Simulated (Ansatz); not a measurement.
Calculated with Ansatz (gas phase, PBE0-D4/def2-TZVP geometries, no zero-point term in ΔE). CCSD(T)/CBS adds triple-zeta CCSD(T) − MP2 to the extrapolated MP2 energy (def2 sets, frozen cores). This one scheme is used for every species. One conformer a species, not always the lowest.

Reaction (ligand exchange at the Si–C bond): `O[SiH2]C#C[SiH3]` + `N[SiH3]` → `O[SiH2]N[SiH3]` + `C#C[SiH3]`

| level | ΔE (kcal/mol) |
| --- | --- |
| SCS-MP2/def2-TZVPP | -8.3 |
| MP2/CBS(def2) | -8.5 |

**Question.** What does CCSD(T)/CBS give? (Best estimate.)

**Answer.** Computed: -8.7 kcal/mol. The listed levels differ from it by 0.4, 0.2 kcal/mol.

Largest T1 diagnostic among the species: 0.013.

From PBE to PBE0 (25 % exact exchange), in def2-TZVPP and without D4, ΔE moves by −0.8 kcal/mol. The D4 term adds −1.0 kcal/mol with B3LYP and −0.5 kcal/mol with PBE0; it sums over pairs of atoms, weighted by their polarisabilities, and B3LYP, whose exchange is more repulsive, gets the larger term.

B3LYP here is the variant with VWN-RPA as its local correlation; programs differ in this.
